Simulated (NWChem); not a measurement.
Program: NWChem. System: H5B3N3, charge 0, spin multiplicity 2, at a geometry optimised with UPBE0/def2-SVP. The structure started from a generated list of species. Its SCF solution wasn't tested for a lower state. Level: UMP2/def2-SVP, 6 core orbitals frozen.

Job file:

```
start mol
memory heap 200 mb stack 900 mb global 1100 mb
geometry units angstroms nocenter noautoz
  B     -1.283730     0.000000    -0.807484
  N      0.000000     0.000000    -1.366537
  B      1.283730     0.000000    -0.807484
  N      1.229819     0.000000     0.631305
  B      0.000000     0.000000     1.361667
  N     -1.229819     0.000000     0.631305
  H     -2.315230     0.000000    -1.433749
  H      2.315230     0.000000    -1.433749
  H      2.102324     0.000000     1.145271
  H      0.000000     0.000000     2.570947
  H     -2.102324     0.000000     1.145271
  symmetry group C2v
end
basis spherical
  * library def2-svp
end
scf
  uhf
  nopen 1
  maxiter 100
  thresh 1e-7
  semidirect memsize 60000000 filesize 0
  # guess.movecs holds the orbitals of an unrestricted PBE0 run
  vectors input guess.movecs output mol.movecs
end
mp2
  freeze core 6
end
task mp2 energy
```

NWChem printed:

```
             Northwest Computational Chemistry Package (NWChem) 7.3.0
             --------------------------------------------------------

                                NWChem Input Module
                                -------------------

 Scaling coordinates for geometry "geometry" by  1.889725989
 (inverse scale =  0.529177249)

 Turning off AUTOSYM since
 SYMMETRY directive was detected!

                             Geometry "geometry" -> ""
                             -------------------------

 Output coordinates in angstroms (scale by  1.889725989 to convert to a.u.)

  No.       Tag          Charge          X              Y              Z
 ---- ---------------- ---------- -------------- -------------- --------------
    1 B                    5.0000    -1.28373000     0.00000000    -0.80748400
    2 N                    7.0000     0.00000000     0.00000000    -1.36653700
    3 B                    5.0000     1.28373000     0.00000000    -0.80748400
    4 N                    7.0000     1.22981900     0.00000000     0.63130500
    5 B                    5.0000     0.00000000     0.00000000     1.36166700
    6 N                    7.0000    -1.22981900     0.00000000     0.63130500
    7 H                    1.0000    -2.31523000     0.00000000    -1.43374900
    8 H                    1.0000     2.31523000     0.00000000    -1.43374900
    9 H                    1.0000     2.10232400     0.00000000     1.14527100
   10 H                    1.0000     0.00000000     0.00000000     2.57094700
   11 H                    1.0000    -2.10232400     0.00000000     1.14527100

 Effective nuclear repulsion energy (a.u.)     188.8804257985

            Nuclear Dipole moment (a.u.)
            ----------------------------
        X                 Y               Z
 ---------------- ---------------- ----------------
     0.0000000000     0.0000000000    -0.0000056692

      Symmetry information
      --------------------

 Group name             C2v
 Group number             16
 Group order               4
 No. of unique centers     7

      Symmetry unique atoms

     1    2    4    5    7    9   10


 Summary of "ao basis" -> "" (spherical)
 ------------------------------------------------------------------------------
       Tag                 Description            Shells   Functions and Types
 ---------------- ------------------------------  ------  ---------------------
 *                          def2-svp                  on all atoms

 Summary of "ao basis" -> "ao basis" (spherical)
 ------------------------------------------------------------------------------
       Tag                 Description            Shells   Functions and Types
 ---------------- ------------------------------  ------  ---------------------
 B                          def2-svp                 6       14   3s2p1d
 N                          def2-svp                 6       14   3s2p1d
 H                          def2-svp                 3        5   2s1p

                                 NWChem SCF Module
                                 -----------------

  ao basis        = "ao basis"
  functions       =   109
  atoms           =    11
  alpha electrons =    21
  beta  electrons =    20
  charge          =   0.00
  wavefunction    = UHF
  use symmetry    = T
  symmetry adapt  = T

 Summary of "ao basis" -> "ao basis" (spherical)
 ------------------------------------------------------------------------------
       Tag                 Description            Shells   Functions and Types
[...]
    3 B    5     2.45   1.00  0.38  0.04  0.79  0.18  0.06
    4 N    7     3.63   0.99  0.47  0.21  1.21  0.74  0.01
    5 B    5     2.39   1.00  0.37  0.03  0.76  0.17  0.07
    6 N    7     3.63   0.99  0.47  0.21  1.21  0.74  0.01
    7 H    1     0.51   0.37  0.14  0.01
    8 H    1     0.51   0.37  0.14  0.01
    9 H    1     0.42   0.36  0.04  0.02
   10 H    1     0.54   0.38  0.15  0.01
   11 H    1     0.42   0.36  0.04  0.02

   Mulliken analysis of the spin density
   -------------------------------------

    Atom       Charge   Shell Charges
 -----------   ------   -------------------------------------------------------
    1 B    5    -0.10  -0.00 -0.01 -0.01 -0.05 -0.04  0.01
    2 N    7     1.07   0.00  0.07  0.04  0.63  0.33 -0.00
    3 B    5    -0.10  -0.00 -0.01 -0.01 -0.05 -0.04  0.01
    4 N    7     0.03   0.00  0.01 -0.00  0.03  0.00 -0.00
    5 B    5    -0.01  -0.00 -0.00  0.00 -0.01 -0.00 -0.00
    6 N    7     0.03   0.00  0.01 -0.00  0.03  0.00 -0.00
    7 H    1     0.03   0.02  0.02 -0.00
    8 H    1     0.03   0.02  0.02 -0.00
    9 H    1     0.01   0.01  0.00  0.00
   10 H    1     0.00   0.00  0.00 -0.00
   11 H    1     0.01   0.01  0.00  0.00

       Multipole analysis of the density wrt the origin
       ------------------------------------------------

     L   x y z        total         alpha         beta         nuclear
     -   - - -        -----         -----         ----         -------
     0   0 0 0     -0.000000    -21.000000    -20.000000     41.000000

     1   1 0 0     -0.000000     -0.000000     -0.000000      0.000000
     1   0 1 0      0.000000      0.000000     -0.000000      0.000000
     1   0 0 1      0.366309      1.580701     -1.214386     -0.000006

     2   2 0 0    -23.712202   -114.605028   -113.422427    204.315253
     2   1 1 0     -0.000000     -0.000000      0.000000      0.000000
     2   1 0 1      0.000000      0.000000      0.000000      0.000000
     2   0 2 0    -27.148553    -13.661408    -13.487145      0.000000
     2   0 1 1      0.000000      0.000000      0.000000      0.000000
     2   0 0 2    -27.892393   -104.120042    -94.422548    170.650197

                   NWChem MP2 Semi-direct Energy/Gradient Module
                   ---------------------------------------------

  Basis functions       =    109
  Molecular orbitals    =    109
  Frozen core           =      6
  Frozen virtuals       =      0
  Active alpha occupied =     15
  Active beta occupied  =     14
  Active alpha virtual  =     88
  Active beta virtual   =     89
  Use MO symmetry       = T
  Use skeleton AO sym   = T

  AO/Fock/Back tols     =   1.0D-09  1.0D-09  1.0D-09

 GA uses MA = F    GA memory limited = T

 Available:
  local mem=  1.26D+08
 global mem=  1.44D+08
 local disk=  0.00D+00
  mp2_memr nvloc                    88
  nvloc new                    88
   1 passes of  15:        3145728                      57897                  26414318.
   1 passes of  15: M    126140507           G      144155438           F     122994779.

 Semi-direct pass number   1 of   1  for UHF alpha       at        2.2s
  vrange nnbf                  5881
  mp2_eaftype                   100  avail_ma_in_mb                  1099
 EAF : mp2_eaftype filesize         100   13207159.
  mp2_eaf for mointskh                    100
Node 0 wrote     62.1 Mb in      0.0 s     Agg I/O rate:  2633.1 Mb/s
 Done moints_semi at        5.0s
  mp2_eaftype                   100  avail_ma_in_mb                   999
 EAF : mp2_eaftype filesize         100   13207159.
  mp2_eaf for kh                   100
 Done maket at        5.2s
 Done multipass loop at        5.2s

 GA uses MA = F    GA memory limited = T

 Available:
  local mem=  1.26D+08
 global mem=  1.44D+08
 local disk=  0.00D+00
  mp2_memr nvloc                    89
  nvloc new                    89
   1 passes of  14:        3145728                      56010                  24934658.
   1 passes of  14: M    126140507           G      144155438           F     122994779.

 Semi-direct pass number   1 of   1  for UHF beta        at        5.2s
  vrange nnbf                  5881
  mp2_eaftype                    95  avail_ma_in_mb                  1099
 EAF : mp2_eaftype filesize          95   12467329.
  mp2_eaf for mointskh                     95
Node 0 wrote     58.6 Mb in      0.0 s     Agg I/O rate:  3379.5 Mb/s
 Done moints_semi at        7.9s
  mp2_eaftype                    95  avail_ma_in_mb                  1004
 EAF : mp2_eaftype filesize          95   12467329.
  mp2_eaf for kh                    95
 Done maket at        8.1s
 Done multipass loop at        8.1s

          -------------------------------------------
          SCF energy                -240.324322213329
          Correlation energy          -0.695074823051
          Singlet pairs                0.000000000000
          Triplet pairs                0.000000000000
          Total MP2 energy          -241.019397036380
          -------------------------------------------

          ---------------------------------------------------
                    Spin Component Scaled (SCS) MP2
          Same spin pairs                     -0.173802859536
          Same spin scaling factor             0.333333333333
          Opposite spin pairs                 -0.521271963515
          Opposite spin scaling fact.          1.200000000000
          SCS-MP2 correlation energy          -0.683460642731
          Total SCS-MP2 energy              -241.007782856059
          ---------------------------------------------------

 -----------------------
 Performance information
 -----------------------

 Timer overhead =  1.63D-07 seconds/call

               Nr. of calls         CPU time (s)                 Wall time (s)                GFlops
             ---------------    -------------------     ------------------------------   -------------------
Name         Min   Avg   Max    Min     Avg     Max     Min     Avg     Max   Mx/calls   Min     Max     Sum
mp2: moin     2     2     2    5.4     5.4     5.4      5.4     5.4     5.4     2.7      0.0     0.0     0.0
mp2: make     2     2     2   0.43    0.43    0.43     0.43    0.43    0.43    0.22      0.0     0.0     0.0
mp2: tota     1     1     1    5.9     5.9     5.9      5.9     5.9     5.9     5.9      0.0     0.0     0.0

 The average no. of pstat calls per process was 5.00D+00
 with a timing overhead of 8.14D-07s

 Task  times  cpu:        8.0s     wall:        8.0s

 Total times  cpu:        8.1s     wall:        8.1s
```
